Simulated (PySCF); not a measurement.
C2H12O2Si3.
SMILES: `C[SiH2]O[SiH2]O[SiH2]C`

Vertical excitations from PySCF (density fitting, frozen core in the response, grid level 2 and gas phase unless stated; continuum runs use non-equilibrium linear response for the excitations) on a GFN2-xTB geometry. Reference run:

```csv
settings,"S1, eV (f)","S2, eV (f)","S3, eV (f)","S4, eV (f)","S5, eV (f)","S6, eV (f)","T1, eV (Tamm–Dancoff)",mean α (au)
"PBE0/def2-SVPD, full TDDFT, 6 singlets",7.23 (0.016),7.51 (0.000),7.66 (0.001),7.81 (0.045),7.86 (0.007),7.89 (0.020),6.97,104.5
```

Problem. What do these settings give: (1) PBE0/MINI, full TDDFT, 12 singlets; (2) BHandHLYP/pcSseg-1, full TDDFT, 3 singlets?

Solution. 
| settings | S1, eV (f) | S2, eV (f) | S3, eV (f) | S4, eV (f) | S5, eV (f) | S6, eV (f) | T1, eV (Tamm–Dancoff) | mean α (au) |
| --- | --- | --- | --- | --- | --- | --- | --- | --- |
| PBE0/MINI, full TDDFT, 12 singlets | 8.48 (0.000) | 8.63 (0.000) | 8.87 (0.004) | 9.06 (0.016) | 9.13 (0.001) | 9.37 (0.004) | 7.76 | 66.4 |
| BHandHLYP/pcSseg-1, full TDDFT, 3 singlets | 8.32 (0.019) | 8.48 (0.002) | 8.62 (0.017) | – | – | – | 7.95 | 87.7 |

(1) S1 moves by +1.25 eV. (2) S1 moves by +1.09 eV; functional and basis change together, so the shift can't be laid on one. States are counted by energy in each run and needn't keep their character from row to row.

Problem. Which orbital pairs make up S1 in each run, and how does it sit against the orbital gap?

Solution. 
| settings | S1 configurations (weight) | S1 (eV) | orbital gap (eV) | S1 − gap (eV) |
| --- | --- | --- | --- | --- |
| PBE0/def2-SVPD, full TDDFT, 6 singlets | H→L 0.92 | 7.23 | 8.47 | -1.24 |
| PBE0/MINI, full TDDFT, 12 singlets | H→L 0.89 | 8.48 | 9.90 | -1.42 |
| BHandHLYP/pcSseg-1, full TDDFT, 3 singlets | H→L 0.77 | 8.32 | 11.11 | -2.79 |

The values belong to the conformer `[CH3:1][SiH2:2][O:3][SiH2:4][O:5][SiH2:6][CH3:7]`: C1–Si2–O3–Si4 40°, Si2–O3–Si4–O5 9°, O3–Si4–O5–Si6 5°, Si4–O5–Si6–C7 150°.
